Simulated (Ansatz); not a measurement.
Program: Ansatz. Geometries: PBE0-D4/def2-TZVP. ΔE: electronic, gas phase. CCSD(T)/CBS is the MP2 limit (def2-TZVPP, def2-QZVPP) plus CCSD(T) − MP2 in def2-TZVPP, frozen cores. This one scheme is used for every species. DFT in def2-TZVPP. B3LYP here is the variant with VWN-RPA as its local correlation; programs differ in this. Triplets are unrestricted, without spin–orbit coupling.

`C[SiH]1SS1` → `[CH2]` (triplet) + `[SiH2]1SS1`  (formal loss of a carbene)

```tsv
level	ΔE (eV)
B3LYP	4.89
HF/def2-TZVPP	3.51
```

**Question.** What does CCSD(T)/CBS give? (Best estimate.)

**Answer.** Ansatz gave: +5.08 eV. The listed levels differ from it by -0.19, -1.57 eV.

**Question.** What do rigid-rotor, harmonic-oscillator terms from PBE0-D4/def2-TZVP frequencies (298.15 K, 1 bar) make of the CCSD(T)/CBS value? (An estimate is asked.)

**Answer.** Ansatz gave: ΔZPE = -0.31 eV, ΔH = +4.82 eV, ΔS = 151 J/(mol·K), ΔG = +4.35 eV. Open shells count their whole term as degenerate.

Largest T1 diagnostic among the species: 0.013.

In def2-TZVPP, CCSD(T) changes the Hartree–Fock value by +1.44 eV (the triples alone add +0.12 eV) and MP2 by +1.61 eV. From r2SCAN to r2SCAN0 (25 % exact exchange), in def2-TZVPP and without D4, ΔE moves by −0.05 eV.
